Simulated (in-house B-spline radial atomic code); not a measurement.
A run on Ho II (Ho+) (an excited or competing configuration) that did not converge. Method: scalar-relativistic (X2C) wB97X, spin-polarised, spherical fractional occupations, Fermi nucleus of rms radius 5.2022 fm; computed with a B-spline radial code for spherical atoms.

Command:
```bash
python run_scf.py task.json out
```
Settings (nuclear radius in fm, mass in u):
```
Z                67
configuration    [Xe] 4f10 6s1 6d1
hamiltonian      x2c
method           wb97x
spin_polarised   True
nucleus          fermi
rms_radius       5.2022
atomic_mass      164.93033
speed_of_light   137.035999084
```

First and last ten iterations of the last attempt (damped for 15 steps, keeping 80 % of the old Fock matrix, then DIIS):
```
 iter        energy (Eh)    residual
    1      -12613.371295    5.02e-01
    2      -12611.927675    4.06e-01
    3      -12614.437776    2.23e-01
    4      -12615.286004    1.14e-01
    5      -12615.533203    5.57e-02
    6      -12615.597321    2.68e-02
    7      -12615.612894    1.27e-02
    8      -12615.616670    7.54e-03
    9      -12615.617677    5.32e-03
   10      -12615.618017    3.96e-03
  111      -12615.618466    5.45e-04
  112      -12615.618443    6.67e-04
  113      -12615.618471    5.21e-04
  114      -12615.618489    4.18e-04
  115      -12615.618536    2.45e-04
  116      -12615.618530    2.48e-04
  117      -12615.618504    3.34e-04
  118      -12615.618534    2.47e-04
  119      -12615.618632    3.96e-04
  120      -12615.618604    4.37e-04
 not converged after 120 iterations
```

The smallest residual met was 2.3e-04; the threshold is about 7e-07. No energy from this run should be used. Time taken, with all properties: 46 s on 1 thread of Arm Neoverse V1, on a shared host.
